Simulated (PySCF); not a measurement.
**P²⁺ (phosphorus, charge +2): UHF calculation**

Configuration: [Ne] 3s2 3p1, 2P determinant. Calculation: PySCF 2.14, in cc-pVDZ-DK; the spin-free X2C one-electron Hamiltonian (Gaussian nucleus).

* Total energy: -340.454370 hartree
* One-electron energy: -460.1574 hartree
* Hartree (Coulomb) energy: 141.8127 hartree
* Exchange energy: -22.1096 hartree
* ⟨S²⟩: 0.7605
* ⟨L²⟩: 2.031
* Sum of ⟨r⟩: 9.662 bohr
* Sum of ⟨r²⟩: 14.23 bohr²
* Traceless quadrupole moment −½Σ⟨3z² − r²⟩ along its main axis: -1.88 e·bohr²
* Langevin diamagnetic susceptibility: -11.3 ×10⁻⁶ cm³/mol
* Time after the integrals: 0.05 s of wall time on 1 thread of Neoverse-V1 (shared host)

```
shell  electrons  mean orbital energy (hartree)  spread (hartree)  rms radius, mean of both spins (bohr)
 1s α          1                      -81.11677                 0                                  0.120
 1s β          1                      -81.10746                 0                                  0.120
 2s α          1                       -8.44172                 0                                  0.559
 2s β          1                       -8.43128                 0                                  0.559
 2p α          3                       -6.29462           0.01709                                  0.539
 2p β          3                       -6.27652           0.02382                                  0.539
 3s α          1                       -1.47592                 0                                   1.90
 3s β          1                       -1.36598                 0                                   1.90
 3p α          1                       -1.09875                 0                                   2.15
```

Densities and radii are taken from the X2C orbitals without a picture-change correction, which distorts them close to the nucleus.
